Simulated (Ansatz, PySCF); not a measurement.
This Ansatz (a first-principles code) input computes a r2SCAN/def2-TZVPD energy:

Ansatz 0.2 input:
```yaml
crystal:
  periodic: [false, false, false]
  atoms:
    - {symbol: B, position_ang: [-0.63997598, -0.46592118, -0.04260013]}
    - {symbol: Br, position_ang: [-0.74773772, 1.20691781, -0.91323489]}
    - {symbol: Br, position_ang: [0.83916286, -1.14035765, 0.91932062]}
basis:
  gaussian:
    orbitals: def2-TZVPD
hamiltonian:
  xc: {name: r2SCAN}
magnetization: {spin_polarized: true, initial_magnetization: 1}
output: {forces: true}
```

Problem. Write an input for the same energy in PySCF and say what it gives.

Solution. 
```python
from pyscf import gto, scf, dft

mol = gto.M(
    atom='''
    B    -0.63997598   -0.46592118   -0.04260013
    Br   -0.74773772    1.20691781   -0.91323489
    Br    0.83916286   -1.14035765    0.91932062
    ''',
    basis='def2-tzvpd',
    charge=0,
    spin=1,
    verbose=4,
)

mf = dft.UKS(mol, xc='r2scan').density_fit(auxbasis='def2-universal-jkfit')
mf.grids.level = 4
mf.conv_tol = 1e-9
mf.max_cycle = 100
mf.max_memory = 1500
mf.kernel()
if not mf.converged:
    mf = mf.newton()
    mf.kernel(mf.make_rdm1())
for _ in range(2):
    mo, _, stable, _ = mf.stability(return_status=True)
    if stable:
        break
    mf.kernel(mf.make_rdm1(mo, mf.mo_occ))
mf.analyze()
```
It gives -5173.11980 Eh, and Ansatz -5173.11971 Eh, a difference of 0.09 mEh, from the treatment of integrals and grids.

It need not be the lowest isomer of its formula.
